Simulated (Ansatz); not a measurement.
Molecule: CH$_{2}$O, charge 0, multiplicity 1. 
Structure (B3LYP-D3(BJ)/def2-TZVP (Ansatz, a quantum-chemistry and plane-wave program) minimum search):
```
O
H 1 0.9706
C 1 1.3085 2 109.01
H 3 1.1140 1 102.40 2 180.00
```

Computed values are from Ansatz. Correlated levels leave the core frozen unless marked. UHF or UKS for open shells. No spin-orbit coupling. Non-relativistic. CBS marks a two-point X^-3 extrapolation of the correlation energy; Hartree-Fock from the larger set.

The Hartree-Fock reference is unstable (checked in the largest basis), which strains HF and MP2. 

**Question.** What is the vertical ionisation energy (to the doublet) at CCSD(T)/CBS(def2-TZVPPD,def2-QZVPPD)?

**Answer.** 9.52 eV.

**Question.** What is the atomisation energy De at CCSD(T)/CBS(aug-cc-pVTZ,aug-cc-pVQZ)?

**Answer.** 1346.5 kJ/mol.

**Question.** What is the vertical triplet-singlet gap at CCSD(T)/CBS(def2-TZVPPD,def2-QZVPPD)?

**Answer.** 1.58 eV.

**Question.** What is the total energy at CCSD(T)/CBS(aug-cc-pVTZ,aug-cc-pVQZ)?

**Answer.** -114.3060 Eh.

**Question.** What is the dipole moment at CCSD(T)/aug-cc-pVDZ?

**Answer.** 1.65 D.
